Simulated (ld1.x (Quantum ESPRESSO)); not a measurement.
u(r) = r·R(r): atom against pseudo-atom (terbium)

Columns: radius, all-electron u(r) and pseudo u(r) of the 4f shell (level -3.03 eV) of terbium in the configuration [Kr] 4d10 4f9 5s2 5p6 5d0 6s2 6p0; PBE, scalar-relativistic, TM scheme, ld1.x (Quantum ESPRESSO) 7.5.

| r (bohr) | all-electron | pseudo |
| --- | --- | --- |
| 0.188 | 0.3539 | 0.0552 |
| 0.375 | 0.9162 | 0.5242 |
| 0.562 | 1.0657 | 1.1214 |
| 0.750 | 0.9807 | 1.1728 |
| 0.938 | 0.8350 | 0.9137 |
| 1.125 | 0.6941 | 0.7035 |
| 1.312 | 0.5731 | 0.5732 |
| 1.500 | 0.4728 | 0.4728 |
| 1.688 | 0.3913 | 0.3913 |
| 1.875 | 0.3257 | 0.3257 |
| 2.062 | 0.2727 | 0.2727 |
| 2.250 | 0.2294 | 0.2294 |
| 2.438 | 0.1943 | 0.1943 |
| 2.625 | 0.1657 | 0.1657 |
| 2.812 | 0.1422 | 0.1422 |
| 3.000 | 0.1227 | 0.1227 |
| 3.188 | 0.1064 | 0.1064 |
| 3.375 | 0.0929 | 0.0929 |
| 3.562 | 0.0814 | 0.0814 |
| 3.750 | 0.0716 | 0.0716 |
| 3.938 | 0.0632 | 0.0632 |
| 4.125 | 0.0560 | 0.0560 |
| 4.312 | 0.0496 | 0.0496 |
| 4.500 | 0.0441 | 0.0441 |
| 4.688 | 0.0392 | 0.0392 |
| 4.875 | 0.0350 | 0.0350 |

Task: How many radial nodes do the two functions have?

Result: The all-electron 4f function has n − l − 1 = 0; the pseudo-wave has 0.

Task: At about which radius was the pseudo-wave matched?

Result: 1.40 bohr, where the columns begin to agree (steps of 0.19 bohr).

Task: Is the pseudo-wave norm-conserving?

Result: Yes: the TM scheme keeps the norm inside the radius equal to the all-electron one, which fixes the energy derivative of the logarithmic derivative at the level.
